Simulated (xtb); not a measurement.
Br₄Sn, triplet, at a GFN2-xTB geometry (such geometries of metal compounds can be far from the true shape) (a higher spin typed on purpose: for a closed-shell molecule this is an excited state); xtb 6.7.1 with GFN1-xTB.

The xtb input:
```
$ xtb mol.xyz --gfn 1 --uhf 2 --json

# file mol.xyz
5

Br    -0.97354049     2.40773642    -0.82306941
Sn    -0.00000000     0.00000000     0.00000000
Br    -1.87526805    -1.93047420    -0.42315263
Br     0.59546147     0.12105192     2.65578446
Br     2.25334707    -0.59831415    -1.40956242
```

What the program printed (banner, timings and long lists left out):

```
   ID    Z sym.   atoms
    1   35 Br     1, 3-5
    2   50 Sn     2

           -------------------------------------------------
          |                Calculation Setup                |
           -------------------------------------------------

           -------------------------------------------------
          |                 G F N 1 - x T B                 |
           -------------------------------------------------

          ...................................................
          :                      SETUP                      :
          :.................................................:
          :  # basis functions                  50          :
          :  # atomic orbitals                  45          :
          :  # shells                           15          :
          :  # electrons                        32          :
          :  # halogen bonds                     0          :
          :  max. iterations                   250          :
          :  Hamiltonian                  GFN1-xTB          :
          :  restarted?                      false          :
          :  GBSA solvation                  false          :
          :  PC potential                    false          :
          :  electronic temp.          300.0000000     K    :
          :  accuracy                    1.0000000          :
          :  -> integral cutoff          0.2500000E+02      :
          :  -> integral neglect         0.1000000E-07      :
          :  -> SCF convergence          0.1000000E-05 Eh   :
          :  -> wf. convergence          0.2000000E-04 e    :
          :  Broyden damping             0.4000000          :
          :  net charge                          0          :
          :  unpaired electrons                  2          :
          ...................................................

 iter      E             dE          RMSdq      gap      omega  full diag
   1    -17.9476833 -0.179477E+02  0.412E+00    3.65       0.0  T
   2    -18.0641528 -0.116469E+00  0.404E+00    5.36       1.0  T
   3    -18.0939336 -0.297808E-01  0.223E+00    4.93       1.0  T
   4    -18.0966511 -0.271746E-02  0.357E-01    4.64       1.0  T
   5    -18.0974687 -0.817608E-03  0.199E-02    4.74       2.2  T
   6    -18.0974214  0.472396E-04  0.624E-02    4.73       1.0  T
   7    -18.0974698 -0.483370E-04  0.969E-03    4.73       4.6  T
   8    -18.0974685  0.128927E-05  0.119E-02    4.73       3.8  T
   9    -18.0974702 -0.176407E-05  0.162E-03    4.73      27.6  T
  10    -18.0974703 -0.104376E-07  0.556E-04    4.73      80.4  T
  11    -18.0974703 -0.398490E-08  0.446E-06    4.73   10022.4  T
  12    -18.0974703 -0.181188E-12  0.112E-06    4.73   40098.3  T

   *** convergence criteria satisfied after 12 iterations ***

 transition dipole moment (au) for excitation:          16          17
     X       Y       Z
   0.0000   0.0000   0.0000  total (au/Debye):    0.000   0.000
 dE (eV)             :    1.233
 oscillator strength :  0.97359E-16

         :::::::::::::::::::::::::::::::::::::::::::::::::::::
         ::                     SUMMARY                     ::
         :::::::::::::::::::::::::::::::::::::::::::::::::::::
         :: total energy             -18.095969876355 Eh    ::
         :: gradient norm              0.024652730900 Eh/a0 ::
         :: HOMO-LUMO gap              4.731394897317 eV    ::
         ::.................................................::
         :: SCC energy               -18.097470261289 Eh    ::
         :: -> electrostatic           0.006834005670 Eh    ::
         :: repulsion energy           0.005007517747 Eh    ::
         :: dispersion energy         -0.003507132813 Eh    ::
         :: halogen bond corr.         0.000000000000 Eh    ::
         :: add. restraining           0.000000000000 Eh    ::
         :: total charge              -0.000000000000 e     ::
         :::::::::::::::::::::::::::::::::::::::::::::::::::::

[...]
      -------------------------------------------------------------
         1        2.0000           -0.9471580             -25.7735
       ...           ...                  ...                  ...
         5        2.0000           -0.7032812             -19.1373
         6        2.0000           -0.4749606             -12.9243
         7        2.0000           -0.4749606             -12.9243
         8        2.0000           -0.4749606             -12.9243
         9        1.9979           -0.4499576             -12.2440
        10        1.9979           -0.4499576             -12.2440
        11        1.9795           -0.4477561             -12.1841
        12        1.9795           -0.4477561             -12.1841
        13        1.9795           -0.4477561             -12.1841
        14        1.6885           -0.4448354             -12.1046
        15        1.6885           -0.4448354             -12.1046
        16        1.6885           -0.4448354             -12.1046
        17        1.0000           -0.3995061             -10.8711 (HOMO)
        18                         -0.2256305              -6.1397 (LUMO)
        19                         -0.2256305              -6.1397
        20                         -0.2256305              -6.1397
        21                         -0.1263019              -3.4369
        22                         -0.1263019              -3.4369
        23                         -0.1047858              -2.8514
        24                         -0.1047858              -2.8514
        25                         -0.1047858              -2.8514
        26                         -0.0975950              -2.6557
        27                         -0.0975950              -2.6557
        28                         -0.0975950              -2.6557
       ...                                ...                  ...
        45                          0.4321293              11.7588
      -------------------------------------------------------------
                  HL-Gap            0.1738756 Eh            4.7314 eV
             Fermi-level           -0.3783250 Eh          -10.2947 eV

  Mulliken/CM5 charges         n(s)   n(p)   n(d)
     1Br   -0.08298 -0.07752   1.985  5.102 -0.004
     2Sn    0.33191  0.31007   2.035  1.266  0.367
     3Br   -0.08298 -0.07752   1.985  5.102 -0.004
     4Br   -0.08298 -0.07752   1.985  5.102 -0.004
     5Br   -0.08298 -0.07752   1.985  5.102 -0.004

Wiberg/Mayer (AO) data.
largest (>0.10) Wiberg bond orders for each atom

 ---------------------------------------------------------------------------
     #   Z sym  total        # sym  WBO       # sym  WBO       # sym  WBO
 ---------------------------------------------------------------------------
     1  35 Br   1.019 --     2 Sn   0.656     4 Br   0.121     3 Br   0.121
                             5 Br   0.121
     2  50 Sn   2.623 --     1 Br   0.656     5 Br   0.656     4 Br   0.656
                             3 Br   0.656
     3  35 Br   1.019 --     2 Sn   0.656     4 Br   0.121     1 Br   0.121
                             5 Br   0.121
     4  35 Br   1.019 --     2 Sn   0.656     3 Br   0.121     1 Br   0.121
                             5 Br   0.121
     5  35 Br   1.019 --     2 Sn   0.656     4 Br   0.121     3 Br   0.121
                             1 Br   0.121
 ---------------------------------------------------------------------------

Topologies differ in total number of bonds
Writing topology from bond orders to xtbtopo.mol

 dipole moment from electron density (au)
     X       Y       Z
  -0.0000   0.0000   0.0000  total (Debye):    0.000

           -------------------------------------------------
          | TOTAL ENERGY              -18.095969876355 Eh   |
          | GRADIENT NORM               0.024652730900 Eh/α |
          | HOMO-LUMO GAP               4.731394897317 eV   |
           -------------------------------------------------

normal termination of xtb
```
